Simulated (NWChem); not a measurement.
Molecule: C2H7N2, doublet; SMILES NC[CH]N

```xyz
11

N     -0.5266    -1.4569    -0.1559
C      0.5901    -0.7425     0.2492
C      0.6542     0.6754    -0.2030
N     -0.6068     1.3480     0.0892
H     -1.3505    -0.8589    -0.1974
H     -0.7021    -2.3243     0.3388
H      1.5167    -1.3072     0.3904
H      1.5508     1.1549     0.2404
H      0.7947     0.7330    -1.3055
H     -0.6893     1.5128     1.0913
H     -0.6518     2.2552    -0.3685
```
Atoms are numbered in this order, from 1.

All runs: NWChem. Spin-unrestricted. The geometry was optimised at PBE0/def2-SVP, spin-unrestricted. No stability test was run on the SCF state. Level BLYP/def2-SVP: single points from the atomic guess with DIIS by default; each run changes one setting, and all converged runs end within 0.3 mHa of each other. cgmin counts macro-iterations, each dearer than a DIIS step.

### Question
Which setting needs the most SCF iterations, or fails (no DIIS, 40 % damping; defaults; quadratically convergent solver (cgmin); level shift of 0.5 Ha throughout; DIIS on 3 Fock matrices)?

### Answer
no DIIS, 40 % damping, with 53 against 10 for the defaults.
| setting | SCF iterations |
|---|---|
| defaults | 10 |
| quadratically convergent solver (cgmin) | 5 |
| DIIS on 3 Fock matrices | 12 |
| no DIIS, 40 % damping | 53 |
| level shift of 0.5 Ha throughout | 12 |
